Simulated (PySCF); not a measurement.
**Correlation energy of Hg (mercury, neutral)**

[Xe] 4f14 5d9 6s2 6p1, one real determinant (an excited configuration). All numbers are calculated (PySCF 2.14, a scalar-relativistic core potential, in aug-cc-pVTZ-PP with ECP60MDF). Frozen: 5s2 5p6; 12 electrons correlated.

```tsv
level	correlation energy (mhartree)
CCSD	-376.33
(T)	-16.35
CCSD(T)	-392.68
```

Diagnostics: T1 = 0.015, D1 = 0.0499, largest double amplitude 0.069.

Question: Is a single reference adequate?

Answer: Yes, within this model without spin-orbit coupling: T1 lies below 0.03 and no double amplitude reaches 0.07.

The reference is one real determinant that mixes LS terms of this configuration.
